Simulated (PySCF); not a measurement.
ClFH5NSi2, SMILES N[Si@@H](Cl)[SiH2]F.

Geometry: r2SCAN-D4/def2-SVP. The structure was generated by enumeration; whether it is a known compound was not checked. One conformer was computed; it need not be the lowest.

Two levels are set side by side: TDA-PBE/def2-SVPD (PySCF) and TDA-PBE0/def2-SVPD (PySCF). Vertical, same geometry. The lowest singlet is HOMO→LUMO 93 % with PBE and HOMO→LUMO 83 % with the other functional; states are paired by order. Differences are taken from unrounded values.

```tsv
quantity	TDA-PBE0	TDA-PBE	TDA-PBE minus TDA-PBE0
lowest singlet excitation (eV)	6.17	5.47	-0.70
lowest triplet excitation (TDA) (eV)	5.40	4.96	-0.44
```

Functionals without exact exchange tend to place singlet excitations lower, as here. Differences between two approximate levels are no errors against the true value.

Rough cost on one machine, each run with all the roots and properties that it gave: TDA-PBE0 against TDA-PBE about 2 times.
